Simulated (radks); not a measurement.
Results of a calculation; reference values are marked as such.
Neutral terbium inside a hard spherical wall (all orbitals vanish at R), configuration held at [Xe] 4f9 6s2 and not refilled when levels cross. Code: a radial shooting solver on a logarithmic mesh with Libxc functionals. Model: scalar-relativistic Kohn-Sham, PBE, spin-polarised, spherical densities, finite nucleus; open shells are filled with parallel spins first (spin-orbit coupling, left out, can overturn this in heavy ions); Fermi nuclear charge, rms radius 5.06 fm. Eigenvalues in eV for spin up, with the zero of energy where the potential of the charges vanishes at infinity; a dash marks a level that is unbound or too diffuse for the functional's potential to be trusted. A positive occupied level is held by the wall or, in an anion where self-interaction has pushed it up, behind a barrier. The pressure on the wall is -dE/dV.

R (bohr),E (hartree),kinetic (hartree),e(5s),e(5p),e(4f),e(6s),"e(5d, empty)","e(6p, empty)",pressure (GPa)
free,-11708.1829,12599.446,-48.408,-25.522,-4.467,-3.781,-1.477,-1.198,0
20,-11708.1829,12599.446,-48.407,-25.521,-4.467,-3.781,-1.477,-1.198,< 0.0001
6,-11708.0674,12599.999,-46.035,-23.213,-2.101,-1.064,0.891,3.545,7.04
4,-11707.2811,12602.958,-40.574,-18.047,3.825,11.057,7.784,20.936,157
3.5,-11706.4850,12605.960,-37.008,-14.534,8.016,21.360,12.830,34.373,437
3,-11704.6835,12612.636,-30.675,-7.873,15.695,41.828,22.333,59.483,1410
2,-11686.5479,12672.391,12.857,42.757,61.816,192.29,90.151,227.69,27100
